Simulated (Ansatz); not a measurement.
Reaction (redistribution): `N[SiH](S)CCl` + `[CH3][In]([F])[F]` → `C[SiH](S)CCl` + `[NH2][In]([F])[F]`

Computed with Ansatz on PBE0-D4/def2-TZVP structures; ΔE is electronic, products minus reactants. CCSD(T)/CBS adds triple-zeta CCSD(T) − MP2 to the extrapolated MP2 energy (def2 sets, frozen cores). Functionals use def2-TZVPP. def2 core potentials past Kr. For In outer-core shells are correlated without core-valence functions, which leaves a few kJ/mol of doubt a bond. One conformer a species, not always the lowest.

`N[SiH](S)CCl`:

Z-matrix (Å, degrees):
```
Si
S 1 2.142
C 1 1.882 2 109.0
N 1 1.709 2 118.2 3 -120.9
H 1 1.483 2 103.2 3 118.1
H 2 1.345 1 93.7 3 54.6
Cl 3 1.791 1 109.2 2 -68.8
H 3 1.090 1 111.7 2 173.0
H 3 1.089 1 112.1 2 50.0
H 4 1.009 1 117.9 2 78.8
H 4 1.008 1 119.7 2 -60.9
```

`[CH3][In]([F])[F]`:

Cartesian coordinates in Å:
```
C -0.435 -0.556 0.828
In 0.415 0.527 -0.780
F -0.516 1.709 -2.009
F 2.282 0.532 -1.319
H 0.362 -0.978 1.437
H -1.051 0.118 1.421
H -1.057 -1.352 0.422
```

`C[SiH](S)CCl`:

```xyz
12

C    -0.007   -0.404   -1.747
Si   -0.163   -0.491    0.108
S    -2.229   -0.229    0.578
C     0.855    0.872    0.921
Cl    0.689    0.782    2.698
H    -0.591   -1.197   -2.219
H     1.036   -0.528   -2.051
H    -0.366    0.555   -2.127
H     0.344   -1.785    0.633
H    -2.010   -0.206    1.904
H     1.917    0.768    0.691
H     0.525    1.864    0.612
```

`[NH2][In]([F])[F]`:

```xyz
6

N     0.042   -0.167   -1.215
In    0.140    0.105    0.762
F     0.297    1.836    1.613
F     0.307   -1.331    2.048
H    -0.395    0.595   -1.717
H    -0.390   -1.038   -1.492
```

```tsv
level	ΔE (kJ/mol)
r2SCAN-D4	55.2
r2SCAN	55.3
HF/def2-TZVPP	56.1
CCSD(T)/def2-TZVPP	52.9
```

What does CCSD(T)/CBS give? (An estimate is asked.)

Computed: +52.2 kJ/mol. The listed levels differ from it by 3.0, 3.1, 3.9, 0.7 kJ/mol.

Largest T1 diagnostic among the species: 0.016.
